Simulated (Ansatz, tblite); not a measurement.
Removing and adding an electron: TaSeCl₃. Total charge 0; singlet. Geometry: r2SCAN-D4/def2-SVP. Ansatz, gas phase; energy differences of separate SCF runs; the oxidised species was run as a doublet alone; the reduced species was run as a doublet alone.

Cartesian coordinates in Å:
```
Ta -0.033 -0.004 -0.011
Se 2.112 0.233 0.736
Cl -1.180 1.903 0.525
Cl -0.942 -1.828 1.031
Cl 0.042 -0.305 -2.279
```

In the def2 sets Ta takes a core potential; there is no spin–orbit coupling. The xTB rows come from tblite. Correlated methods freeze 24 core orbitals; core or outer-core shells of Ta, Se are correlated, in sets that lack core-valence functions. The rows differ in basis, and correlated rows in double-zeta sets carry the largest basis error. HOMO above LUMO, or a gap near zero within one spin, warns that the state may not be the lowest or that an electron is smeared out.

| level | −HOMO (eV) | vertical IE (eV) | −LUMO (eV) | vertical EA (eV) | HOMO–LUMO gap (eV) | IE − EA (eV) | remarks |
| --- | --- | --- | --- | --- | --- | --- | --- |
| GFN1-xTB | 11.88 | 14.51 | 9.38 | 6.96 | 2.50 | 7.55 | – |
| GFN2-xTB | 11.17 | 13.57 | 8.93 | 6.75 | 2.24 | 6.82 | – |
| HF/def2-SVP | – | 8.96 | – | – | – | – | – |
| PBE-D4/def2-TZVP | 6.76 | 9.49 | 3.72 | – | 3.04 | – | gap within one spin near zero (+1 doublet) |
| PBE-D4/def2-TZVPD | 6.79 | – | 3.77 | 1.30 | 3.02 | – | HOMO above zero (-1 doublet), gap within one spin near zero (-1 doublet) |
| r2SCAN-D4/def2-TZVP | 7.06 | 9.62 | 3.70 | – | 3.37 | – | – |
| r2SCAN-D4/def2-TZVPD | 7.06 | – | 3.70 | 1.43 | 3.35 | – | HOMO above zero (-1 doublet) |
| PBE0-D4/def2-TZVP | 7.86 | 9.66 | 3.04 | – | 4.83 | – | – |
| PBE0-D4/def2-TZVPD | 7.87 | – | 3.06 | 1.59 | 4.81 | – | – |
| MP2/def2-SVP | – | 9.98 | – | – | – | – | – |
| CCSD/def2-SVP | – | 9.59 | – | – | – | – | – |
| CCSD(T)/def2-SVP | – | 9.60 | – | – | – | – | – |

   A HOMO above zero means that the electron is unbound at that level or that self-interaction error raises the level; the energy of removing that electron tells which. Raw xTB energy differences between charge states are shifted by several eV; the methods need an empirical correction for them.
